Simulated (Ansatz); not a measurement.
The same path of C2H7FSiSn (12 atoms, charge 0, multiplicity 1) was run twice with different band settings.

The calculation used Ansatz, RKS PBE/def2-SVP.

Relaxed end points:

```xyz
12
Properties=species:S:1:pos:R:3
C -2.074 0.501 1.225
C -1.458 0.056 0.109
Si 0.134 -0.922 0.167
F -0.052 -2.360 -0.621
Sn 2.068 0.319 -1.033
H -1.692 0.265 2.234
H -2.986 1.122 1.186
H -1.888 0.322 -0.875
H 0.459 -1.219 1.608
H 2.492 1.767 -0.187
H 3.480 -0.673 -1.143
H 1.594 0.768 -2.636
```

```xyz
12
Properties=species:S:1:pos:R:3
C -1.761 0.937 0.489
C -1.504 -0.377 0.651
Si 0.114 -1.211 0.204
F -0.170 -2.363 -0.947
Sn 1.874 0.435 -0.752
H -1.021 1.630 0.050
H -2.721 1.390 0.790
H -2.296 -1.012 1.094
H 0.648 -1.950 1.405
H 2.405 1.577 0.436
H 3.262 -0.442 -1.294
H 1.248 1.332 -2.093
```

Common settings: spring 5.0 eV/Å²; optimiser quadratic models (default); start path through a guess of the saddle point; force threshold 0.03 eV/Å; iteration limit 60; end points relaxed.

| run | movable images | climbing image |
| --- | --- | --- |
| 1 | 9 | yes |
| 2 | 8 | no |

(1) What does each run give, and how far can it be trusted?

Results:

(1) Run 1: converged after 28 iterations, highest image 0.058 eV above the first end. A vibrational analysis at the climbing image gives one clearly imaginary mode, 73i cm⁻¹: a first-order saddle point.
Run 2: converged after 18 iterations, highest image 0.057 eV above the first end. No image climbed, so the highest image needn't sit at the top of the path.
